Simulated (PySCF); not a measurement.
```xyz
6
charge 0 multiplicity 1, angstrom
Te    0.0000    0.0000   -0.0582
S     0.0000    0.0000    2.1375
F     1.8785    0.0000   -0.3975
F     0.0000    1.4958   -1.2126
F    -1.8785    0.0000   -0.3975
F     0.0000   -1.4958   -1.2126
```

These are results of PBE0/[Te def2-SVP with ECP28, S def2-SVP, F def2-SVP], scalar-relativistic core potentials, density fitting, no spin–orbit coupling, PySCF, not measurements.

This geometry of TeSF₄ is a stationary point at this level.

Question: What is the point group?

Answer: C2v.

Question: Is it a minimum?

Answer: Yes: all harmonic wavenumbers are real.

Question: Which band is strongest in the infrared?

Answer: 684 cm⁻¹ (b1), 118 km/mol.

Question: What are the dipole moment and the gap between the highest occupied and lowest empty levels?

Answer: 1.50 D and 4.12 eV.

Other isomers or separated fragments may lie lower.
